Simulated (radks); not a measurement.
The numbers below are computed, except where a source is named.
Ionisation of the tin ion Sn+, [Kr] 4d10 5s2 5p1, to [Kr] 4d10 5s2 as the strength of local exchange is varied. Code: a radial shooting solver on a logarithmic mesh with Libxc functionals. Model: scalar-relativistic Kohn-Sham, Slater X-alpha exchange (alpha = 2/3 is LDA exchange), no correlation, spin-unpolarised, spherical densities, point nucleus.

alpha,E(Sn+) (hartree),exchange (hartree),IE (eV),-e of the level emptied (eV),<r> of it (bohr)
0.562,-6142.63027,-129.64036,12.289,8.650 (5p),3.029
0.667,-6166.95293,-154.45259,13.153,9.449 (5p),2.935
0.694,-6173.22241,-160.86284,13.380,9.659 (5p),2.912
0.717,-6178.56795,-166.33310,13.575,9.841 (5p),2.892
0.727,-6180.89349,-168.71424,13.660,9.920 (5p),2.884

NIST Atomic Spectra Database: 14.633 eV (measured). The central value is not met in this range of alpha. Spin polarisation and multiplet splitting are left out, so open shells lie too high by an amount that depends on their filling. Spin-orbit splitting is averaged out at the scalar-relativistic level.

Beside tabulated values, note that spin-unpolarised runs miss the spin-polarisation part of the exchange energy of open shells.
